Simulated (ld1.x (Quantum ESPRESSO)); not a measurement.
Before and after: TM semilocal potential for Al

```
Element                 : aluminium
Generator               : ld1.x (Quantum ESPRESSO) 7.5
Type                    : norm-conserving Troullier–Martins (semilocal form)
Functional              : PBE
Relativity              : non-relativistic
Frozen core             : [Ne]
Valence charge          : 3
Reference configuration : 3s2 3p1
Partial waves           : 3p (bound): rc 2.20 bohr; 3d channel at 0.35 Ry: rc 2.00 bohr; 3s (bound): rc 1.95 bohr
Local potential         : the s channel
Core correction         : a·sin(br)/r model core inside 1.20 bohr
```

Change: wave 3p (bound): rc 2.20 bohr becomes 3p (bound): rc 1.98 bohr.

Cutoffs: the cutoffs (Ry, on a coarse ladder) from which the occupation-weighted sum of valence levels, in a spherical-Bessel basis at the reference potential, stays within 10 and 1 mRy of its value at 400 Ry; they do not see the model core or the augmentation charge, which bear on the density cutoff. Errors are all-electron minus pseudo energies relative to the spin-unpolarised reference configuration.

Task: Predict the effect on cutoff, ghosts and configuration errors.

Result: The potential gets neither clearly harder nor softer (10 Ry and 30 Ry → 10 Ry and 30 Ry); of the 7 tests that both files solve, the error grows in 1 and shrinks in 2 by more than 15 % and 0.3 meV (median size 1.4 → 1.4 meV); neither file shows a bound ghost. A semilocal file is local in each channel, so a ghost entry of none says nothing of the separable form that plane-wave codes build from it.

| quantity | base | changed |
| --- | --- | --- |
| cutoff, loose | 10 Ry | 10 Ry |
| cutoff, tight | 30 Ry | 30 Ry |
| bound ghosts | none | none |
| error for 3s2 3p0, meV [ΔE 5.77 eV] | +1.4 | +1.4 |
| error for 3s1 3p0, meV [ΔE 24.96 eV] | +16 | +14 |
| error for 3s2 3p0.5, meV [ΔE 2.09 eV] | +0.2 | +0.3 |
| error for 3s1 3p1, meV [ΔE 11.54 eV] | +3.3 | +3.9 |
| error for 3s2 3p1.3, meV [ΔE -0.58 eV] | +0.1 | +0.1 |
| error for 3s1 3p2, meV [ΔE 5.11 eV] | -1.1 | -0.4 |
| error for 3s0 3p3, meV [ΔE 10.38 eV] | -5.0 | -1.6 |
